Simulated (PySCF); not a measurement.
C5H5Cl, SMILES ClC(=C)C#CC.

Coordinates come from a PBE-D3(BJ)/def2-SVP optimisation. This is a generated structure with no PubChem entry under its InChIKey; it may be hypothetical.

Method: TDA-PBE/def2-SVPD run with PySCF.

Vertical excitations. Gas-phase values at a fixed geometry. State labels are in the subgroup Cs.

Computed excitation energies, oscillator strengths and character:
```tsv
state	symmetry	energy (eV)	λ (nm)	f	main pairs
S1	A"	4.59	270	0.000	HOMO−1→LUMO 99 %
S2	A"	4.84	256	0.000	HOMO→LUMO+1 98 %
S3	A'	5.19	239	0.141	HOMO→LUMO 44 %, HOMO−1→LUMO+1 28 %, HOMO−2→LUMO 25 %
S4	A'	5.54	224	0.128	HOMO−2→LUMO 58 %, HOMO→LUMO 29 %
S5	A"	5.57	222	0.000	HOMO−3→LUMO 100 %
S6	A"	5.84	212	0.000	HOMO→LUMO+2 100 %
S7	A"	6.22	199	0.000	HOMO−2→LUMO+1 95 %
S8	A'	6.44	193	0.436	HOMO−1→LUMO+1 51 %, HOMO→LUMO 9 %, HOMO→LUMO+5 8 %
S9	A"	6.45	192	0.001	HOMO→LUMO+3 95 %
S10	A'	6.58	188	0.004	HOMO−1→LUMO+2 98 %
T1	A'	3.10	399	0	HOMO→LUMO 98 %
T2	A"	4.33	286	0	HOMO−1→LUMO 82 %, HOMO→LUMO+1 16 %
T3	A"	4.63	268	0	HOMO→LUMO+1 84 %, HOMO−1→LUMO 16 %
T4	A'	4.74	262	0	HOMO−2→LUMO 68 %, HOMO−1→LUMO+1 25 %
```
Triplets are in the Tamm–Dancoff approximation.
